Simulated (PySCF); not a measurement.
Compound: BH4Sb.
Bonds: B1–Sb2. Hydrogens: H3, H4 on B1; H5, H6 on Sb2.

Computed by this run: PBE0-D3(BJ)/def2-SVP geometry optimisation, gas phase, def2 core potentials past Kr (PySCF); density fitting, grid level 1; the optimiser is geomeTRIC in internal coordinates, started from a GFN2-xTB structure with every atom displaced at random (about 0.01 Å).

Step 0: E = -7275.9789 eV
```
atom  x, y, z in Å  |  force x, y, z in eV/Å
B1      1.0392    0.0676   -0.0130   -1.055   0.507  -0.252
Sb2    -1.0149   -0.0286   -0.7447   -0.026  -0.090  -0.600
H3      1.5072    1.1286    0.1117    0.494   0.941   0.193
H4      1.6966   -0.8715    0.0562    0.864  -1.324   0.145
H5     -1.6906    1.0913    0.2943   -0.141   0.554   0.286
H6     -1.5305   -1.2796    0.2349   -0.137  -0.588   0.227
```

Step 1: E = -7276.0738 eV
```
atom  x, y, z in Å  |  force x, y, z in eV/Å
B1      1.0331    0.0862   -0.0280    0.039  -0.109  -0.033
Sb2    -1.0504   -0.0439   -0.7665   -0.262  -0.011   0.487
H3      1.5313    1.1746    0.1288    0.012  -0.008   0.014
H4      1.7177   -0.9100    0.0653   -0.085   0.105   0.012
H5     -1.6790    1.1776    0.3025    0.146  -0.305  -0.251
H6     -1.5457   -1.3766    0.2374    0.151   0.328  -0.228
```

Problem. Estimate the geometry and energy of step 2. (The exact step hangs on the optimiser's Hessian estimate; all steps are aligned on step 1, rigid shifts and turns removed.)

Solution. E = -7276.0879 eV, largest force 0.135 eV/Å
```
atom  x, y, z in Å  |  force x, y, z in eV/Å
B1      1.0244    0.0881   -0.0331    0.026  -0.021   0.005
Sb2    -1.0599   -0.0416   -0.7584    0.059   0.025  -0.118
H3      1.5350    1.1692    0.1331   -0.004   0.002  -0.006
H4      1.6962   -0.9102    0.0685   -0.017   0.009   0.000
H5     -1.6717    1.1471    0.2946   -0.047   0.082   0.058
H6     -1.5171   -1.3448    0.2347   -0.018  -0.097   0.062
```

The energy changes by -0.0141 eV. The first-order estimate −F·Δx gives -0.0357 eV and the mean of the old and new forces, exact on a quadratic surface, -0.0136 eV. The step makes an angle of 45° with the force vector and moves no atom by more than 0.043 Å.

The cost below is that of the whole optimisation. Time: 6.8 s of wall time; peak memory 0.29 GiB. Hardware: an Arm Neoverse V1 with one thread, shared host.
